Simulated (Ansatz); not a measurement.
Basis sets compared for Al7As7. Total charge 0; singlet. Geometry PBE-D4/def2-SVP. Ansatz on 2 threads of AMD EPYC 7R13 on a shared host and a share (18 GiB) of an NVIDIA H100 80GB HBM3; times are rough, and most runs start from earlier orbitals.

| atom | x (Å) | y (Å) | z (Å) |
| --- | --- | --- | --- |
| Al1 | 0.1182 | -1.4585 | 1.4190 |
| Al2 | -0.9628 | 1.0027 | -2.8273 |
| Al3 | -1.2408 | -1.4625 | -1.6883 |
| Al4 | -2.2442 | 0.1851 | 0.1891 |
| Al5 | 0.2488 | 0.7080 | 2.9337 |
| Al6 | 0.8671 | 0.7728 | -0.2827 |
| Al7 | 2.5806 | -0.3358 | 2.2784 |
| As8 | -3.1051 | 0.2122 | -2.1075 |
| As9 | -1.9696 | -2.2973 | 0.5116 |
| As10 | 2.3291 | 1.2878 | 3.9530 |
| As11 | 0.6945 | -0.8632 | -3.1612 |
| As12 | 1.3333 | 1.6182 | -2.4881 |
| As13 | 2.2357 | -1.3177 | 0.1064 |
| As14 | -0.8846 | 1.9482 | 1.1639 |

The 6-31G sets use Cartesian d functions. Single mean-field runs in def2-TZVP are fitted with def2-universal-jkfit.

Binding counts from free atoms (Al doublet, As quartet) in the same basis, without a counterpoise term.

```csv
level,functions,energy (Eh),HOMO (eV),LUMO (eV),binding per atom (eV),wall time
HF/STO-3G,189,-17138.4088,-3.10,4.02,3.02,22 s
HF/6-31G,294,-17330.4010,-7.28,-1.72,0.79,19 s
PBE-D4/def2-SVP,350,-17342.9366,-4.97,-4.10,3.07,15 s
PBE0-D4/def2-SVP,350,-17343.5208,-5.66,-3.70,2.95,12 s
```

Q: Estimate the rows for PBE-D4/def2-TZVP (with forces), PBE0-D4/def2-TZVP.

A: 
```tsv
level	functions	energy (Eh)	HOMO (eV)	LUMO (eV)	binding per atom (eV)	wall time
PBE-D4/def2-TZVP (with forces)	595	-17345.4680	-4.91	-4.04	3.08	9 s
PBE0-D4/def2-TZVP	595	-17346.0430	-5.57	-3.60	2.97	18 s
```
